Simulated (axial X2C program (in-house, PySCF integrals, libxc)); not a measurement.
# TeI along the bond: PBE0, 2c

Computed with an in-house relativistic program for diatomic molecules. Two-component (2c) means X2C with spin–orbit coupling and atomic mean-field two-electron Coulomb and Gaunt terms. Basis: I dyall-cv3z [11s12p8d4f1g], Te dyall-cv3z [11s12p8d4f1g] (cores contracted in-house); Gaussian nuclei, density fitting, unrestricted open shells. Masses: I 126.904 u, Te 129.906 u.

State: Ω = 3/2 (⟨Sz⟩ = 0.50, ⟨Lz⟩ = 1.00 at PBE0). Dipoles are positive if Te is the positive end.

```
R (Å)   μ (D)  HOMO (eV)  LUMO (eV)
2.321  -0.522      -5.97      -3.68
2.428  -0.264      -6.12      -3.83
2.508  -0.055      -6.23      -3.93
2.588   0.164      -6.34      -4.02
2.668   0.388      -6.44      -4.11
2.761   0.653      -6.55      -4.21
2.855   0.919      -6.64      -4.29
2.975   1.256      -6.75      -4.39
3.122   1.653      -6.85      -4.49
3.335   2.160      -6.92      -4.73
3.628   3.002      -6.87      -5.16
4.002   3.767      -6.70      -5.44
```

Problem. The minimum lies at 2.656 Å. What is the dipole moment there, and its slope?

Solution. At PBE0, 2c, with the sign and origin stated: μ = 0.35 D, dμ/dR = 2.82 D/Å.

The state is one determinant whose occupation by symmetry is held fixed; it was picked as the lowest of a PBE0 search that is not exhaustive. Density functionals use the spin component along the axis (collinear). The functionals have no current-density term, which raises determinants with orbital currents, atoms included.
